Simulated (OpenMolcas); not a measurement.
**Ni4+ in a point-charge field**

Ni4+ among 6 point charges of -2 e arranged as a tetragonal octahedron (D4h), 1.78 Å from the ion, with the axial distance 2.083 Å.
```
   1.7800    0.0000    0.0000  -2.00
   0.0000    1.7800    0.0000  -2.00
  -1.7800    0.0000    0.0000  -2.00
   0.0000   -1.7800    0.0000  -2.00
   0.0000    0.0000    2.0826  -2.00
   0.0000    0.0000   -2.0826  -2.00
```

```yaml
Program: OpenMolcas
Method: "SS-CASPT2, IPEA 0.25 Eh, imaginary shift 0.1 Eh (closed shells correlated: 3s 3p)"
Basis: ANO-RCC-VDZP [5s4p2d1f]
Scalar_Hamiltonian: DKH2, point nucleus
Active_space: 6 electrons in 5 orbitals (3d)
State_averaging: 2S+1 = 5 even, 5 roots; 2S+1 = 3 even, 45 roots; 2S+1 = 1 even, 50 roots
Spin-orbit_coupling: RASSI with atomic mean-field integrals over the reference wave functions
```

The lowest spin-free states (labels of D4, the rotations of D4h), above the lowest:

```
State  Degeneracy  E (cm-1)  Free-ion L (%)
   5E           2         0         D (100)
  5A1           1      1920         D (100)
  5B2           1      3110         D (100)
  5B1           1      7510         D (100)
   3E           2     27350          H (82)
  3A2           1     28450          H (89)
  3B2           1     28520          H (84)
  3A2           1     28880          H (66)
   3E           2     29350          H (93)
   3E           2     29690          H (71)
  3A2           1     29980          P (82)
   3E           2     30080          P (55)
  3B1           1     30760          H (85)
  3A1           1     31060          H (97)
  3B2           1     31960          F (66)
  3B1           1     32820          F (89)
   3E           2     33030          F (61)
   3E           2     33160          F (67)
  3A2           1     35560          F (66)
  3B2           1     35590          G (70)
```

The lowest levels with spin-orbit coupling:

```csv
E (cm-1),Degeneracy,Label,2S+1,g
0,2,E,5,0.00 0.00 9.86
43,1,B2,5,
83,1,B1,5,
170,2,E,5,0.00 0.00 2.32
230,1,A1,5,
670,1,A2,5,
810,2,E,5,0.00 0.00 5.53
2520,1,B2,5,
2530,1,B1,5,
2700,2,E,5,0.00 0.00 3.96
2750,1,A1,5,
3410,1,A2,5,
3410,1,A1,5,
3610,2,E,5,0.00 0.00 4.75
3680,1,B2,5,
8010,1,B1,5,
8040,2,E,5,0.00 0.00 3.21
8130,1,A1,5,
8130,1,A2,5,
27290,1,B1,3,
```

Powder χT (cm3 K/mol): 3.11 at 2 K, 3.4 at 10 K, 4.07 at 50 K, 4.3 at 100 K, 4.45 at 200 K, 4.48 at 300 K. The effective moment at 300 K is 2.828 √(χT) = 5.99 μB.

The lowest level has 2S+1 = 5, for which the spin-only value is χT = S(S+1) / 2 = 3.000 cm3 K/mol (g = 2). The computed 4.484 at 300 K differs by +1.484, through orbital momentum, spin-orbit coupling and any other state in reach.

An orbital doublet at a regular site is open to a Jahn-Teller distortion, which this geometry leaves out. Point charges give a weaker field than real ligands, and real ions of this kind are often low spin; the high spin found here belongs to the model. Free-ion shares, where given, are those of the reference states; single-state CASPT2 does not remix them. This is an electrostatic model: the charges have no orbitals. No measured value stands beside these numbers.

The CASPT2 steps took 4.8 s on 1 thread of Arm Neoverse V2 (shared host); the integral step is not counted.

With an even number of electrons the g values are those of a degenerate or nearly degenerate non-Kramers pair.
